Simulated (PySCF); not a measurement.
Electrostatic solvation of a mixed set.

Computed with PySCF at PBE0/def2-SVPD, non-relativistic, each on one gas-phase PBE0-D3(BJ)/def2-SVP geometry that isn't relaxed in the solvent. The solvent is an IEF-PCM continuum (Bondi radii, 1.10 Å for H, scaled by 1.2). Specific hydrogen bonds and non-electrostatic terms are outside this model.

Question: Order them by E(solvent) − E(gas) in chloroform (ε = 4.711), most negative first (kJ/mol).
A. `[CH2:1]=[CH:2][CH2:3][CH2:4][SiH3:5]` with C1–C2–C3–C4 118°, C2–C3–C4–Si5 180°
B. `[CH2:1]=[CH:2][CH2:3][CH:4]([F:5])[F:6]` with C1–C2–C3–C4 -122°, C2–C3–C4–F5 -60°
C. `[CH3:1][C:2](=[O:3])[c:4]1[n:5][cH:6][s:7][n:8]1` with C1–C2–C4–N5 1°

Answer: C (-26.1), B (-11.4), A (-5.1).

```tsv
SMILES	charge	ΔE (kJ/mol)	polarisation term (kJ/mol)	HOMO shift (eV)	dipole gas (D)	dipole solvent (D)	atoms	lowest singlet, gas (eV)	lowest singlet, solvent (eV)
CC(=O)c1ncsn1	0	-26.1	-30.7	-0.19	4.35	5.53	12	3.61	3.77
C=CCC(F)F	0	-11.4	-12.4	+0.17	2.07	2.37	12	7.40	7.23
C=CCC[SiH3]	0	-5.1	-5.5	+0.05	0.53	0.61	15	6.99	6.99
```

The polarisation term is half the interaction of the solute with the induced surface charges. Singlets are vertical TDDFT energies (frozen core, non-equilibrium response), the lowest in each medium.
